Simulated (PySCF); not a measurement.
# Electronic absorption of C4H11FSi

Species: C4H11FSi.
InChI=1S/C4H11FSi/c1-4(2)6-3-5/h4H,3,6H2,1-2H3

Level of theory: PySCF 2.14.0, density-fitted response routines, TDDFT PBE0/def2-SVPD, vertical, gas phase, core orbitals frozen in the response. One conformer (not necessarily the lowest) at the GFN2-xTB geometry, without solvent, vibrations or thermal averaging. Torsions of this conformer, `[CH3:1][CH:2]([CH3:3])[SiH2:4][CH2:5][F:6]`: C1–C2–Si4–C5 65°, C2–Si4–C5–F6 -69°.

```json
{"state": "S1", "E (eV)": "7.44", "ν̃ (cm⁻¹)": "60030", "f": "0.0060", "main configurations (H = HOMO, L = LUMO)": "H→L (81%), H→L+1 (10%)"}
{"state": "S2", "E (eV)": "7.56", "ν̃ (cm⁻¹)": "60940", "f": "0.017", "main configurations (H = HOMO, L = LUMO)": "H→L+1 (83%), H→L (12%)"}
{"state": "S3", "E (eV)": "7.75", "ν̃ (cm⁻¹)": "62490", "f": "0.0019", "main configurations (H = HOMO, L = LUMO)": "H→L+2 (73%), H→L+3 (9%)"}
{"state": "S4", "E (eV)": "8.03", "ν̃ (cm⁻¹)": "64730", "f": "0.035", "main configurations (H = HOMO, L = LUMO)": "H-1→L+1 (74%), H→L+3 (9%)"}
{"state": "S5", "E (eV)": "8.08", "ν̃ (cm⁻¹)": "65200", "f": "0.017", "main configurations (H = HOMO, L = LUMO)": "H-1→L (65%), H→L+3 (15%)"}
{"state": "S6", "E (eV)": "8.32", "ν̃ (cm⁻¹)": "67120", "f": "0.142", "main configurations (H = HOMO, L = LUMO)": "H→L+3 (58%), H-1→L+1 (12%), H→L+2 (12%)"}
```

Triplets, Tamm–Dancoff:

```tsv
state	E (eV)	λ (nm)	main configurations (H = HOMO, L = LUMO)
T1	7.06	175.6	H→L (51%), H→L+2 (22%), H-1→L+2 (9%)
T2	7.12	174.1	H→L+1 (80%)
```

The lowest singlet comes at 167 nm (718 kJ/mol) in the vacuum ultraviolet; it is weak; its leading configuration is HOMO→LUMO (81%). The strongest level in the table is S6 at 8.32 eV (149 nm, f = 0.142). It is the last of those listed, so stronger ones may follow. Löwdin shares by element: HOMO carbon 38% or more, silicon 19%, fluorine 9% (atoms not listed hold the other 34%); LUMO carbon 27% or more, silicon 20% (atoms not listed hold the other 53%). The oscillator strengths of these states sum to 0.219; summed over the whole spectrum of an exact calculation they would give the number of electrons, 58 (Thomas–Reiche–Kuhn). Orbital energies (eV): HOMO-3 -9.58, HOMO-2 -9.45, HOMO-1 -8.60, HOMO -8.03, LUMO 0.61, LUMO+1 0.67, LUMO+2 1.05. Of the 6 states listed, 4 reach f = 0.01 and none stays under 0.0005. Only the lowest 6 singlets were computed, as vertical energies without vibronic structure.

Time: 49 s wall (grids of density and orbitals included). Hardware: one thread of an x86-64 server, no GPU, shared host.
